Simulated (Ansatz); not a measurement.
Ansatz (a first-principles code) input for BeF2, SMILES [F][Be][F] (connectivity only; charge and spin as stated), charge -1, multiplicity 2, B3LYP-D3(BJ)/def2-TZVPD. 

Ansatz 0.2 input:
```yaml
crystal:
  periodic: [false, false, false]
  atoms:
    - {symbol: Be, position_ang: [-0.00000000, -0.00000000, -0.73455912]}
    - {symbol: F, position_ang: [-0.00000000, 1.34183800, 0.16323536]}
    - {symbol: F, position_ang: [0.00000000, -1.34183800, 0.16323536]}
basis:
  gaussian:
    orbitals: def2-TZVPD
hamiltonian:
  xc: b3lyp
  dispersion: d3bj
total_charge: -1
magnetization: {spin_polarized: true, initial_magnetization: 1}
relax: {f_tol: 0.002, max_steps: 200}
```

Log of the run:

```
WARN ansatz: RAYON_NUM_THREADS=1 ignored (pool sized by the plan → 1); use --threads N
Functional definition: B3LYP
integrals: 0.02 GiB planned
551 factors; their error is unknown
mean field: 0.29 GiB planned
mean field evaluation 1: about -5839.9541 eV, gradient 2.3e1 eV
mean field evaluation 2: about -5837.8618 eV, gradient 3.9e1 eV
mean field evaluation 4: about -5841.6638 eV, gradient 6.4e-1 eV
mean field evaluation 8: about -5841.6786 eV, gradient 7.7e-3 eV
mean field evaluation 16: about -5841.6786 eV, gradient 6.4e-6 eV
mean field -5841.67856210 eV, -214.6777275251 hartree, gradient 6.4e-6 eV, S^2 0.750642; 0 other end points of the search recorded, 0 dependent functions left out
the calculation of the forces begins
reference -5841.67877931 eV, -214.6777355077 hartree; 12, 11 occupied and 90, 91 virtual orbitals, 551 factors
relax step   1: F+E_penalty+E_count = -5841.71123890 eV  Δ(F+E_penalty+E_count) = +0.000e0 eV  max|allowed force component| = 3.003e0 eV/Å  Δτ_max = 0.0000 Å  (32 SCF iters, accepted)
these checks for a lower state are left out or cut short: starts, cluster_reference, orbital_swaps, neighbouring_geometries, increment
integrals: 0.02 GiB planned
551 factors; their error is unknown
mean field: 0.28 GiB planned
mean field -5841.98492703 eV, -214.6889862289 hartree, gradient 9.4e-6 eV, S^2 0.750602; 0 other end points of the search recorded, 0 dependent functions left out
the calculation of the forces begins
reference -5841.98514755 eV, -214.6889943325 hartree; 12, 11 occupied and 90, 91 virtual orbitals, 551 factors
relax step   2: F+E_penalty+E_count = -5842.01756498 eV  Δ(F+E_penalty+E_count) = -3.063e-1 eV  max|allowed force component| = 1.850e0 eV/Å  Δτ_max = 0.0914 Å  (32 SCF iters, accepted)
these checks for a lower state are left out or cut short: starts, cluster_reference, orbital_swaps, neighbouring_geometries, increment
integrals: 0.02 GiB planned
551 factors; their error is unknown
mean field: 0.29 GiB planned
mean field evaluation 32: about -5842.0059 eV, gradient 1.5e-5 eV
mean field -5842.00587412 eV, -214.6897560201 hartree, gradient 1.5e-5 eV, S^2 0.750433; 0 other end points of the search recorded, 0 dependent functions left out
the calculation of the forces begins
reference -5842.00609520 eV, -214.6897641446 hartree; 12, 11 occupied and 90, 91 virtual orbitals, 551 factors
relax step   3: F+E_penalty+E_count = -5842.03935281 eV  Δ(F+E_penalty+E_count) = -2.179e-2 eV  max|allowed force component| = 2.377e0 eV/Å  Δτ_max = 0.1452 Å  (37 SCF iters, accepted)
these checks for a lower state are left out or cut short: starts, cluster_reference, orbital_swaps, neighbouring_geometries, increment
integrals: 0.02 GiB planned
551 factors; their error is unknown
mean field: 0.29 GiB planned
mean field -5842.19791929 eV, -214.6968135497 hartree, gradient 4.7e-5 eV, S^2 0.750508; 0 other end points of the search recorded, 0 dependent functions left out
the calculation of the forces begins
reference -5842.19813928 eV, -214.6968216343 hartree; 12, 11 occupied and 90, 91 virtual orbitals, 551 factors
relax step   4: F+E_penalty+E_count = -5842.23093466 eV  Δ(F+E_penalty+E_count) = -1.916e-1 eV  max|allowed force component| = 1.552e-1 eV/Å  Δτ_max = 0.0844 Å  (33 SCF iters, accepted)
these checks for a lower state are left out or cut short: starts, cluster_reference, orbital_swaps, neighbouring_geometries, increment
integrals: 0.02 GiB planned
551 factors; their error is unknown
mean field: 0.29 GiB planned
mean field -5842.19906290 eV, -214.6968555767 hartree, gradient 1.9e-5 eV, S^2 0.750506; 0 other end points of the search recorded, 0 dependent functions left out
the calculation of the forces begins
reference -5842.19928280 eV, -214.6968636578 hartree; 12, 11 occupied and 90, 91 virtual orbitals, 551 factors
relax step   5: F+E_penalty+E_count = -5842.23205305 eV  Δ(F+E_penalty+E_count) = -1.118e-3 eV  max|allowed force component| = 1.029e-1 eV/Å  Δτ_max = 0.0073 Å  (33 SCF iters, accepted)
these checks for a lower state are left out or cut short: starts, cluster_reference, orbital_swaps, neighbouring_geometries, increment
integrals: 0.02 GiB planned
551 factors; their error is unknown
mean field: 0.29 GiB planned
mean field -5842.19968750 eV, -214.6968785306 hartree, gradient 2.4e-5 eV, S^2 0.750500; 0 other end points of the search recorded, 0 dependent functions left out
the calculation of the forces begins
reference -5842.19990737 eV, -214.6968866107 hartree; 12, 11 occupied and 90, 91 virtual orbitals, 551 factors
relax step   6: F+E_penalty+E_count = -5842.23265803 eV  Δ(F+E_penalty+E_count) = -6.050e-4 eV  max|allowed force component| = 1.198e-2 eV/Å  Δτ_max = 0.0109 Å  (33 SCF iters, accepted)
these checks for a lower state are left out or cut short: starts, cluster_reference, orbital_swaps, neighbouring_geometries, increment
integrals: 0.02 GiB planned
551 factors; their error is unknown
mean field: 0.29 GiB planned
mean field evaluation 64: about -5842.1997 eV, gradient 6.8e-6 eV
mean field -5842.19969388 eV, -214.6968787648 hartree, gradient 6.8e-6 eV, S^2 0.750500; 0 other end points of the search recorded, 0 dependent functions left out
the calculation of the forces begins
reference -5842.19991374 eV, -214.6968868448 hartree; 12, 11 occupied and 90, 91 virtual orbitals, 551 factors
relax step   7: F+E_penalty+E_count = -5842.23266841 eV  Δ(F+E_penalty+E_count) = -1.038e-5 eV  max|allowed force component| = 1.089e-3 eV/Å  Δτ_max = 0.0015 Å  (29 SCF iters, accepted)
integrals: 0.02 GiB planned
551 factors; their error is unknown
mean field: 0.29 GiB planned
mean field -5842.19969388 eV, -214.6968787648 hartree, gradient 7.3e-6 eV, S^2 0.750500; 1 other end points of the search recorded, 0 dependent functions left out
the calculation of the forces begins
reference -5842.19991374 eV, -214.6968868448 hartree; 12, 11 occupied and 90, 91 virtual orbitals, 551 factors
Total energy: -5842.23288828 eV, -214.6980986365 hartree
Atom 0 at    -0.000000    -0.000000    -0.547833 Å, force    -0.000000    -0.000000     0.000543 eV/Å
Atom 1 at     0.000000     1.303534     0.069872 Å, force     0.000000     0.001089    -0.000271 eV/Å
Atom 2 at     0.000000    -1.303534     0.069872 Å, force     0.000000    -0.001089    -0.000271 eV/Å
Dipole moment:     0.000000    -0.000000     0.766270 e Å
```

The calculation finished and met its thresholds.
